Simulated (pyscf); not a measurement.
# F–GeH₂–SeH (SMILES [F][GeH2][SeH]), singlet

Gas-phase minimum from PySCF at ωB97X-D3(BJ)/def2-SVP, one conformer. 

```xyz
6

F     -0.2139     0.3757     1.6410
Ge    -1.3276    -0.3095     0.4848
Se    -0.2359    -0.6755    -1.5267
H     -2.4471     0.7230     0.3343
H     -1.7657    -1.6639     1.0449
H     -0.2660     0.7488    -1.8744
```

Bonded distances (Å): F1–Ge2 1.745, Ge2–Se3 2.318, Ge2–H4 1.530, Ge2–H5 1.530, Se3–H6 1.466. Bond angles (°): F1–Ge2–Se3 109.7, F1–Ge2–H4 105.5, F1–Ge2–H5 106.7, Se3–Ge2–H4 111.5, Se3–Ge2–H5 108.2, H4–Ge2–H5 115.1, Ge2–Se3–H6 92.5.

Properties at ωB97X-D3(BJ)/def2-SVP:

| Item | Value |
|---|---|
| Harmonic wavenumbers, unscaled | 159, 184, 320, 458, 672, 716, 739, 823, 865, 2219, 2231, 2502 cm⁻¹ |
| Zero-point energy | 17.0 kcal/mol |
| Rotational symmetry number | 1 |
| Entropy of this conformer at 298 K and 1 atm, rigid rotor and harmonic oscillator, modes under 100 cm⁻¹ raised to 100 | 318.7 J/(mol K) |
| Dipole moment | 1.90 D |

Single-point totals, which compare only within one level (frozen core for MP2 and CC):

```json
[
 {"level": "ωB97X-D3(BJ)/def2-TZVP", "total energy (hartree)": "-4580.20309"},
 {"level": "PBE/def2-TZVP", "total energy (hartree)": "-4579.53113"},
 {"level": "r²SCAN/def2-TZVP", "total energy (hartree)": "-4580.24642"},
 {"level": "B3LYP-D3(BJ)/def2-TZVP", "total energy (hartree)": "-4580.40002"},
 {"level": "PBE0-D3(BJ)/def2-TZVP", "total energy (hartree)": "-4579.66792"},
 {"level": "M06-2X/def2-TZVP", "total energy (hartree)": "-4580.29834"},
 {"level": "ωB97M-D3(BJ)/def2-TZVP", "total energy (hartree)": "-4580.35145"},
 {"level": "HF/def2-TZVPP", "total energy (hartree)": "-4576.50547"},
 {"level": "MP2/def2-TZVPP", "total energy (hartree)": "-4577.28766"},
 {"level": "CCSD/def2-TZVPP", "total energy (hartree)": "-4577.30119"},
 {"level": "CCSD(T)/def2-TZVPP", "total energy (hartree)": "-4577.32798"}
]
```

Soft torsions are taken as harmonic, which can shift the entropy by several J/(mol K). The CCSD(T) − MP2 part came from Ansatz, without density fitting, on the same reference. The frozen core leaves the outer d or s,p core shells of the metals and heavy elements correlated in the MP2 and CC values, and def2-TZVPP describes them poorly, so these totals are far from the basis limit. Elements up to Kr have no core potential and no relativistic terms here.
